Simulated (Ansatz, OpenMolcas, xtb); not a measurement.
## GeSiNH7 (SMILES [SiH3][NH][GeH3]): methods side by side

GeSiNH7: 10 atoms, total charge 0, spin state singlet. As SMILES, `[SiH3][NH][GeH3]`. The coordinates come from a PBE0-D4/def2-TZVP relaxation.

| atom | x (Å) | y (Å) | z (Å) |
| --- | --- | --- | --- |
| Si | -1.1468 | 0.5222 | -0.9456 |
| N | 0.4614 | 0.3191 | -0.3757 |
| Ge | 1.0201 | -0.6758 | 1.0662 |
| H | -1.9237 | -0.6685 | -0.5129 |
| H | -1.1602 | 0.6272 | -2.4305 |
| H | -1.8355 | 1.7358 | -0.4161 |
| H | 1.1591 | 0.9529 | -0.7365 |
| H | -0.0189 | -1.7874 | 1.2624 |
| H | 1.1199 | 0.1804 | 2.3456 |
| H | 2.4078 | -1.2572 | 0.7459 |

Quantity: the vertical energy of the triplet above the singlet, in eV. The values are calculated.

```
             level                    kind     program  value (eV)  CPU time (all runs)
          GFN0-xTB          semi-empirical         xtb        5.89            under 2 s
       HF/def2-SVP            Hartree–Fock  OpenMolcas        5.84                 38 s
    SVWN5/def2-SVP                     LDA      Ansatz        5.19                 14 s
     BLYP/def2-SVP                     GGA      Ansatz        5.30                 25 s
   r2SCAN/def2-SVP                meta-GGA      Ansatz        5.44                 49 s
   M06-2X/def2-SVP         hybrid meta-GGA  OpenMolcas        5.98              3.8 min
     PBE0/def2-SVP           global hybrid  OpenMolcas        5.59              2.6 min
CAM-B3LYP/def2-SVP  range-separated hybrid      Ansatz        5.87                 38 s
      MP2/def2-SVP     perturbation theory      Ansatz        6.33                 13 s
     CCSD/def2-SVP   coupled cluster or CI      Ansatz        6.09              2.1 min
```

All-electron rows without a relativistic Hamiltonian named are non-relativistic. The values span 5.19 to 6.33 eV. GFN0-xTB: no spin polarisation, so open shells miss the exchange term that lowers them. A triplet this far above the singlet is often a Rydberg-like or dissociative state; sets without diffuse functions put Rydberg states too high. In the correlated wave-function rows the outer d shell of Ge is correlated, in sets not made for it. CPU times are rough (shared hosts, several kinds of processor and program).
